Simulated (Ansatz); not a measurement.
Reaction (substitution at a C–F bond): `NC(F)=[Se]` + HCl → `NC(Cl)=[Se]` + H–F

Program: Ansatz. Geometries: PBE0-D4/def2-TZVP. ΔE: electronic, gas phase. CBS: MP2 limit from def2 TZ/QZ plus the TZ coupled-cluster correction, frozen cores. This one scheme is used for every species. DFT in def2-TZVPP. B3LYP here is the variant with VWN-RPA as its local correlation; programs differ in this. For Se outer-core shells are correlated without core-valence functions, which leaves a few kJ/mol of doubt a bond. Scalar relativity is left out up to krypton. Each species was taken in one conformer, which may not be the lowest.

```json
{"level": "revPBE-D4", "ΔE (eV)": "-0.05"}
{"level": "BLYP-D4", "ΔE (eV)": "0.02"}
{"level": "B3LYP-D4", "ΔE (eV)": "0.05"}
{"level": "ωB97M-V", "ΔE (eV)": "0.11"}
{"level": "r2SCANh", "ΔE (eV)": "0.09"}
{"level": "HF/def2-SVP", "ΔE (eV)": "0.44"}
{"level": "CCSD/def2-SVP", "ΔE (eV)": "0.24"}
{"level": "HF/CBS(def2)", "ΔE (eV)": "0.30"}
```

**Question.** What does CCSD(T)/CBS give? (Best estimate.)

**Answer.** Ansatz gave: -0.06 eV. The listed levels differ from it by 0.01, 0.08, 0.11, 0.17, 0.15, 0.50, 0.30, 0.36 eV.

Largest T1 diagnostic among the species: 0.016.

Leaving LDA and LC-ωPBE aside and taking each functional with its dispersion term where it has one, the values, not all of them listed here, spread over 0.19 eV, from revPBE-D4 to CAM-B3LYP-D4. At CCSD(T), def2-SVP lies +0.27 eV from the extrapolated value and def2-TZVPP +0.08 eV.
